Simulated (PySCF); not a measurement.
## Ir (iridium, neutral): wB97X-V calculation

Configuration: [Xe] 4f14 5d8 6s1, high-spin 4F determinant (an excited configuration). Calculation: PySCF 2.14, in aug-cc-pVTZ-PP with ECP60MDF (6s6p5d3f2g, 88 functions); a scalar-relativistic core potential.

```
Total energy                : -104.3574 hartree
One-electron energy         : -181.4089 hartree
Hartree (Coulomb) energy    : 87.5732 hartree
Exchange-correlation energy : -10.5217 hartree
⟨S²⟩                        : 3.7514
⟨L²⟩                        : 12.015
Sum of ⟨r⟩                  : 26.35 bohr
Sum of ⟨r²⟩                 : 52.47 bohr²
```

```tsv
shell	electrons	mean orbital energy (hartree)	spread (hartree)	rms radius, mean of both spins (bohr)
5s α	1	-3.73998	0	1.06
5s β	1	-3.69141	0	1.06
5p α	3	-2.15580	0	1.23
5p β	3	-2.09220	0	1.23
5d α	5	-0.35581	0.02434	1.96
5d β	3	-0.31161	0	1.96
6s α	1	-0.30633	0	3.23
```

Energies and moments cover only the electrons outside the core potential. Spin-orbit coupling, absent here, splits the open shell strongly.
